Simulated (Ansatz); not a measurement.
Frontier orbitals of AsBF3H3.

Cartesian coordinates in Å:
```
F -1.298 0.983 -1.635
B -1.713 0.197 -0.666
F -1.837 -1.095 -0.879
F -2.147 0.719 0.460
As 1.178 -0.138 0.460
H 1.998 1.036 0.961
H 1.500 -1.000 1.665
H 2.317 -0.702 -0.367
```

The species carries charge 0 and has multiplicity 1. Correlated methods include outer-core shells of As, which these sets cover unevenly. Scalar relativity is left out up to krypton. The bonds changed during the relaxation, so this is another structure than the one it started from. The structure was optimised at the PBE0-D4/def2-TZVP level. Basis def2-TZVPP, Ansatz.

| functional | HOMO (eV) | LUMO (eV) | gap (eV) |
| --- | --- | --- | --- |
| PBE | -7.10 | -0.50 | 6.60 |
| PBE0 | -8.24 | 0.36 | 8.60 |
| B3LYP | -8.05 | 0.06 | 8.11 |
| r2SCAN0 | -8.44 | 0.52 | 8.96 |
| BHLYP | -9.28 | 1.07 | 10.35 |
| ωB97M-V | -10.41 | 1.89 | 12.30 |

From PBE to PBE0 the HOMO moves by −1.15 eV and the LUMO by +0.86 eV, and with ωB97M-V by −3.31 and +2.39 eV, so the gap grows from 6.60 to 12.30 eV with exact exchange. A positive LUMO is unbound and depends on the basis.

B3LYP here is the variant with VWN-RPA as its local correlation; programs differ in this.
